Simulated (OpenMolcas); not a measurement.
**What dynamic correlation does to the levels of Eu4+**

- Program: OpenMolcas
- Basis: ANO-RCC-VQZP [9s8p6d4f3g2h]
- Scalar Hamiltonian: DKH2, point nucleus
- Active space: 5 electrons in 7 orbitals (4f)
- State averaging: 2S+1 = 6 odd, 21 roots; 2S+1 = 4 odd, 224 roots (128 in the spin-orbit step); 2S+1 = 2 odd, 249 roots kept (CI in the orbitals of an earlier block, 143 in the spin-orbit step)
- Spin-orbit coupling: RASSI with atomic mean-field integrals over the reference wave functions, term energies averaged over their components

Methods on the same reference wave functions:
A. CASSCF
B. SS-CASPT2, IPEA 0.25 Eh, imaginary shift 0.1 Eh (closed shells correlated: 5s 5p)
C. MS-CASPT2, IPEA 0.25 Eh, imaginary shift 0.1 Eh (closed shells correlated: 5s 5p)

Energies in cm⁻¹ above 4f⁵ ⁶H°_5/2.

| Level | A | B | C |
| --- | --- | --- | --- |
| 4f⁵ ⁶H°_5/2 | 0.0 | 0.0 | 0.0 |
| 4f⁵ ⁶H°_7/2 | 1358 | 1404 | 1404 |
| 4f⁵ ⁶H°_9/2 | 2954 | 3030 | 3030 |
| 4f⁵ ⁶H°_11/2 | 4714 | 4800 | 4800 |
| 4f⁵ ⁶H°_13/2 | 6581 | 6660 | 6660 |
| 4f⁵ ⁶H°_15/2 | 8516 | 8560 | 8560 |
| 4f⁵ ⁶F°_1/2 | 9168 | 7900 | 7900 |
| 4f⁵ ⁶F°_3/2 | 9489 | 8200 | 8200 |
| 4f⁵ ⁶F°_5/2 | 10148 | 8840 | 8840 |
| 4f⁵ ⁶F°_7/2 | 11288 | 10000 | 10000 |
| 4f⁵ ⁶F°_9/2 | 12852 | 11590 | 11590 |
| 4f⁵ ⁶F°_11/2 | 14714 | 13460 | 13460 |
| 4f⁵ ⁴F°_3/2(1) | 24899 | 22040 | 22040 |
| 4f⁵ ⁴M°_15/2 [71 %] | 26600 | 26000 | 26000 |
| 4f⁵ ⁴G°_7/2(1) [58 %] | 26894 | 24010 | 24010 |
| 4f⁵ ⁴I°_9/2(1) | 27332 | 25290 | 25290 |
| 4f⁵ ⁴I°_11/2(1) [74 %] | 27956 | 26000 | 26000 |
| 4f⁵ ⁴I°_13/2(1) [57 %] | 28738 | 26850 | 26850 |
| 4f⁵ ⁴M°_17/2 | 28750 | 28280 | 28280 |
| 4f⁵ ⁴F°_5/2(1) [50 %] | 29714 | 26810 | 26810 |
| 4f⁵ ⁴I°_15/2(1) [55 %] | 30237 | 28550 | 28550 |
| 4f⁵ ⁴G°_9/2(1) [71 %] | 30390 | 27470 | 27470 |
| 4f⁵ ⁴M°_19/2 | 30697 | 30280 | 30280 |
| 4f⁵ ⁴M°_21/2 | 32352 | 32010 | 32010 |

Between B and C no level of the table moves by more than 5 cm-1.

From A to B the spin-free energies of the other terms of 4f⁵ shown, above ⁶H°, scale by factors of 0.82 to 0.98.

The lowest spin-free term lies below A's lowest term by 0.409 hartree in B, 0.409 hartree in C.

CASPT2 breaks the degeneracy within a term, and the mean is taken; among the terms shown or strongly mixed into the levels shown the widest spread is 240 cm-1 (4f⁵ ⁶H°, C). High states are left out of the spin-orbit mixing, which shifts the levels that they would mix with. Without dynamic correlation excited terms often stand tens of per cent too high (terms of higher spin than the ground term too low), and those without a measured partner can miss by more than the paired ones (holds for A). Blocks of more than 70 roots (2S+1 = 4 odd, 2 odd) ran without multistate coupling (holds for C). Only configurations of the active space appear. The table leaves out levels that lie high or whose names do not pair safely across all columns.

A share in square brackets marks a mixed level and gives the weight of the term that names it, the lowest over the columns. A number in round brackets counts repeated terms of one configuration in the order of the reference energies. ° marks odd parity.
